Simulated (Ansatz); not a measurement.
C2H6Cu⁻, that is CuMe2 with one electron more, relaxed as a singlet with RKS r2SCAN-D4/def2-TZVPD in Ansatz, starting from the r2SCAN-D4/def2-TZVP geometry of the neutral doublet. Force threshold 0.02 eV/Å.

The highest occupied level of the relaxed charge -1 singlet lies above zero (up to 0.57 eV). By energy differences its removal costs 2.42 eV (each at its own geometry, to the charge 0 doublet, at PBE0-D4/def2-TZVPD), and other spins of that charge weren't run. The relaxation made no stability test and no search for a lower SCF solution.

Start:

Cartesian coordinates in Å:
```
Cu 0.000 0.000 0.000
C -1.815 0.298 0.580
H -1.904 1.272 1.072
H -2.123 -0.478 1.289
H -2.499 0.278 -0.276
C 1.815 -0.298 -0.580
H 2.097 0.431 -1.347
H 1.922 -1.304 -1.000
H 2.507 -0.199 0.263
```

```tsv
step	energy (eV)	largest force component (eV/Å)	SCF passes
1	-46812.7668	0.284	19
2	-46812.7900	0.150	21
3	-46812.7952	0.009	22
```

Force components are those of the run's own axes.

End:

```xyz
9

Cu    0.000    0.000    0.000
C    -1.832    0.301    0.585
H    -1.963    1.274    1.090
H    -2.181   -0.464    1.300
H    -2.552    0.290   -0.251
C     1.832   -0.301   -0.585
H     2.153    0.414   -1.362
H     1.981   -1.307   -1.014
H     2.562   -0.207    0.238
```

By distances, no bond broke or formed. The bond that changes most is Cu1–C2, from 1.93 to 1.95 Å (atoms count from 1).

No frequencies were taken in this run, so the end may be a saddle point.

Run time 7 s (4 threads of Arm Neoverse V1 on a shared host).
